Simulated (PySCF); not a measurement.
# C3H5OPSi: core ionisation energies

C3H5OPSi.
Structure used (GFN2-xTB), in Å, numbered top down from 1:
```
atom  x, y, z in Å
Si1   -1.8876    0.0934    0.0628
C2    -0.0146   -0.0688    0.0191
C3     0.7912   -1.1318    0.3045
P4     2.4965   -0.7356    0.0992
C5     1.9794    0.8298   -0.3541
O6     0.6596    1.0321   -0.3510
H7    -2.4206   -1.2016    0.4805
H8    -2.3538    0.4521   -1.2767
H9    -2.2399    1.1450    1.0170
H10    0.4188   -2.0901    0.6156
H11    2.5762    1.6782   -0.6429
```

Computed, not measured: delta-SCF UKS SCAN, pcX-2 on the ionised atom, pcseg-1 elsewhere, spin-free X2C (PySCF). These are vertical core ionisation energies against the vacuum level, from separate self-consistent calculations with and without the core hole.

Give the core binding energies atom by atom.

```json
{"atom(s)": "P4", "environment": "phosphorus bonded to 2 C", "level": "P 1s", "binding energy (eV)": "2149.61", "2p1/2 (eV)": "–", "above the level's lowest (eV)": "0.00", "count": "1"}
{"atom(s)": "Si1", "environment": "SiH3 silicon", "level": "Si 1s", "binding energy (eV)": "1846.67", "2p1/2 (eV)": "–", "above the level's lowest (eV)": "0.00", "count": "1"}
{"atom(s)": "O6", "environment": "furan-type oxygen", "level": "O 1s", "binding energy (eV)": "540.19", "2p1/2 (eV)": "–", "above the level's lowest (eV)": "0.00", "count": "1"}
{"atom(s)": "C5", "environment": "aromatic CH next to a ring oxygen", "level": "C 1s", "binding energy (eV)": "291.47", "2p1/2 (eV)": "–", "above the level's lowest (eV)": "+1.25", "count": "1"}
{"atom(s)": "C2", "environment": "substituted aromatic carbon", "level": "C 1s", "binding energy (eV)": "291.45", "2p1/2 (eV)": "–", "above the level's lowest (eV)": "+1.23", "count": "1"}
{"atom(s)": "C3", "environment": "aromatic CH carbon", "level": "C 1s", "binding energy (eV)": "290.22", "2p1/2 (eV)": "–", "above the level's lowest (eV)": "0.00", "count": "1"}
{"atom(s)": "P4", "environment": "phosphorus bonded to 2 C", "level": "P 2p3/2", "binding energy (eV)": "136.08", "2p1/2 (eV)": "136.97", "above the level's lowest (eV)": "0.00", "count": "1"}
{"atom(s)": "Si1", "environment": "SiH3 silicon", "level": "Si 2p3/2", "binding energy (eV)": "106.94", "2p1/2 (eV)": "107.56", "above the level's lowest (eV)": "0.00", "count": "1"}
```

The listed C 1s values span 1.25 eV, from C3 (bonded to C (aromatic in the SMILES), H and P (aromatic in the SMILES)) to C5 (bonded to O (aromatic in the SMILES), H and P (aromatic in the SMILES)). The widest gap between neighbouring values is 1.23 eV, between 290.22 and 291.45 eV. The values 291.45 and 291.47 eV lie too close for their order to be trusted.

Which photon energy gives electrons from C 1s of C2 a kinetic energy of 20 eV, and what is their de Broglie wavelength?

hν = 291.45 + 20 = 311.45 eV, recoil neglected; λ = 12.264 Å/√(E/eV) = 2.74 Å.

Which photon wavelength matches the C 1s of C2 threshold?

λ = hc/E = 12398.42 eV Å / 291.45 eV = 42.540 Å.

2p3/2 and 2p1/2 are the ΔSCF energy of one spin-free 2p hole plus the eigenvalues of a spin–orbit and ligand-field matrix of the shell. 2p1/2 minus 2p3/2 (ligand field included): Si 0.62 eV, P 0.89 eV. Geometry: GFN2-xTB; no solvent, vibrations or thermal averaging.

Time: 57 s wall; peak memory 0.49 GiB. Hardware: one thread of an Arm Neoverse V1, shared host with 32 logical CPUs at a one-minute load of 10.
